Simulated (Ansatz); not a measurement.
PBE exchange is replaced step by step with exact exchange (0 % is PBE, 25 % PBE0; no dispersion term), basis def2-TZVPD, Ansatz. System: the cluster CuO₂⁻. The state is a singlet with charge -1. Geometry: r2SCAN-D4/def2-TZVPD.

Geometry of the singlet:

```xyz
3

Cu    0.059   -0.033    0.115
O    -1.520   -0.053    0.690
O     1.461    0.087   -0.805
```

At PBE-D4/def2-TZVPD, PBE0-D4/def2-TZVPD the restricted singlet is unstable: a solution with broken spin symmetry lies lower. At PBE-D4/def2-TZVPD, PBE with 5 % exact exchange/def2-TZVPD the highest occupied level of the charge -1 singlet lies above zero (up to 0.45 eV). Its loss leaves the charge 0 doublet, which lies 2.78 eV higher (vertical, at PBE-D4/def2-TZVPD), but this difference is unsure: the doublet is doubtful (geometry relaxed on an unsound state). At PBE-D4/def2-TZVPD, PBE with 5 % exact exchange/def2-TZVPD an occupied level of the charge -1 singlet lies above an empty one (by up to 0.60 eV), so this SCF solution is probably not the lowest. The restricted singlet is unstable towards broken spin symmetry at other levels; at PBE with 5 % exact exchange/def2-TZVPD, PBE with 10 % exact exchange/def2-TZVPD, PBE with 15 % exact exchange/def2-TZVPD, PBE with 35 % exact exchange/def2-TZVPD and others this wasn't settled. The geometry of the singlet was relaxed on an unsound state (an occupied level 0.30 eV above an empty one). At PBE0-D4/def2-TZVPD a triplet of charge -1 lies 1.25 eV below the restricted singlet, each at its own geometry. The structure comes from a short search, and lower isomers may exist.

```csv
exact exchange (%),HOMO (eV),LUMO (eV),gap (eV)
0,0.45,-0.16,-0.60
5,0.10,0.04,-0.06
10,-0.25,0.24,0.49
15,-0.61,0.43,1.04
25,-1.32,0.83,2.15
35,-2.04,1.24,3.28
50,-3.01,1.86,4.87
```
